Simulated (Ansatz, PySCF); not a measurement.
CH₅NOSW, SMILES [NH]=[W]([SH])([CH3])=[O], multiplicity 1. Atoms are numbered in the order given.

```xyz
10

W      0.1383     0.0976    -0.0835
O      1.4258     0.4282     1.0018
N      0.6720    -0.6954    -1.5641
H      1.4554    -1.0886    -2.0845
C     -0.5669     1.9954    -0.7271
H      0.2341     2.5824    -1.2038
H     -0.9412     2.5583     0.1458
H     -1.3839     1.8617    -1.4554
S     -1.6125    -1.2059     0.8390
H     -1.5046    -0.6485     2.0722
```

The structure is a stationary point at B3LYP-D3(BJ)/def2-SVP. The spin state was assumed, not searched. The structure was generated by enumeration; whether it is a known compound was not checked. The def2 effective core potentials stand for the cores of W; spin–orbit coupling is left out. The values are those of a single conformer.

Two levels are set side by side: PBE-D3(BJ)/def2-SVP (Ansatz, a quantum-chemistry and plane-wave program) and B3LYP-D3(BJ)/def2-SVP (Ansatz). Each level has its own optimised geometry; the coordinates shown are those of the second. Frequencies come from the Hessian of PySCF at each geometry. Differences are taken from unrounded values.

| quantity | B3LYP-D3(BJ) | PBE-D3(BJ) | PBE-D3(BJ) minus B3LYP-D3(BJ) |
|---|---|---|---|
| mean bond length (Å) | 1.518 | 1.523 | 0.006 |
| bond W1–O2 (Å) | 1.716 | 1.725 | 0.009 |
| bond W1–N3 (Å) | 1.762 | 1.771 | 0.009 |
| bond W1–C5 (Å) | 2.124 | 2.120 | -0.005 |
| bond W1–S9 (Å) | 2.370 | 2.367 | -0.003 |
| bond N3–H4 (Å) | 1.019 | 1.027 | 0.008 |
| bond C5–H6 (Å) | 1.102 | 1.109 | 0.008 |
| bond C5–H7 (Å) | 1.104 | 1.112 | 0.008 |
| bond C5–H8 (Å) | 1.103 | 1.110 | 0.008 |
| bond S9–H10 (Å) | 1.358 | 1.367 | 0.010 |
| highest harmonic wavenumber (cm⁻¹) | 3592 | 3507 | -86 |
| mean harmonic wavenumber (cm⁻¹) | 1131 | 1102 | -29 |
| zero-point energy (kcal/mol) | 38.82 | 37.81 | -1.01 |

GGA bonds tend to be longer and softer than those of functionals with exact exchange. Differences between two approximate levels are no errors against the true value.
